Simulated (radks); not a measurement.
Fractional charge and spin in the 4s shell of bromine: the spin-up occupation runs from 0 to 1 and the spin-down occupation from 0 to 1; the fullest corner is Br, [Ar] 3d10 4p(up 2.5, down 2.5) 4s(up 1, down 1). Calculated with a radial shooting solver on a logarithmic mesh with Libxc functionals: scalar-relativistic Kohn-Sham, PBE, spin-polarised, spherical densities, finite nucleus; Fermi nuclear charge, rms radius of each element as measured or else 0.836 A^(1/3) + 0.57 fm. Energy (eV) minus the two flat planes that join the four corners (they meet along the diagonal where the two added fractions sum to one electron); zero is where a piecewise linear energy would lie.

\begin{tabular}{lrrrrr}
down \ up & 0 & 0.25 & 0.5 & 0.75 & 1 \\ \hline
0 & 0.000 & -1.104 & -1.463 & -1.091 & 0.000 \\
0.25 & -1.104 & -1.392 & -0.952 & 0.204 & -0.995 \\
0.5 & -1.463 & -0.952 & 0.272 & -0.862 & -1.315 \\
0.75 & -1.091 & 0.204 & -0.862 & -1.250 & -0.977 \\
1 & 0.000 & -0.995 & -1.315 & -0.977 & 0.000 \\
\end{tabular}

Corners above the fullest one (they belong to Br+ and the next ion): (up 1, down 0) 25.286 eV, (up 0, down 1) 25.286 eV, (up 0, down 0) 62.796 eV. With half an added electron in each spin the energy lies 0.272 eV from the planes, and with half an added electron in spin up alone -1.463 eV. The planes are only a guide here: the flat-plane condition holds for ground states with one frontier orbital, while this shell lies below other occupied shells, so the corners above the fullest one are inner-hole states and not the ground states of those ions.
